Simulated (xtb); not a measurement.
C2F5, SMILES F[C](F)C(F)(F)F (connectivity only; charge and spin as stated), charge +1, multiplicity 1. All values are semi-empirical tight-binding results from xtb (GFN2-xTB unless named), good for trends rather than for accurate numbers. The structure is a stationary point at GFN2-xTB. The spin state was assumed, not searched. The isomer is the one that the SMILES or the coordinates give; other isomers of the formula were not compared.

Computed properties:
The point group as xtb finds it comes out as Cs and the orbital gap comes out as 2.20 eV. The zero-point energy is 14.3 kcal/mol and the G − E(el) at 298.15 K (modified RRHO) is -5.6 kcal/mol. The static polarisability (D4 model) comes out as 31.9 bohr³ and the solvation energy, GFN2-xTB/ALPB(water) is -63.3 kcal/mol. The solvation energy, GFN2-xTB/ALPB(acetone) comes out as -51.4 kcal/mol.

Computed IR lines (harmonic; lines under 4 % of the strongest left out, lines within 3 cm⁻¹ merged):
ν (cm⁻¹): 443 (w), 591 (m), 707 (w), 911 (m), 1112 (vs), 1233 (s), 1368 (m), 1504 (vs) (against the strongest line: vs over 80 %, s over 45 %, m over 15 %, w over 4 %, vw less)
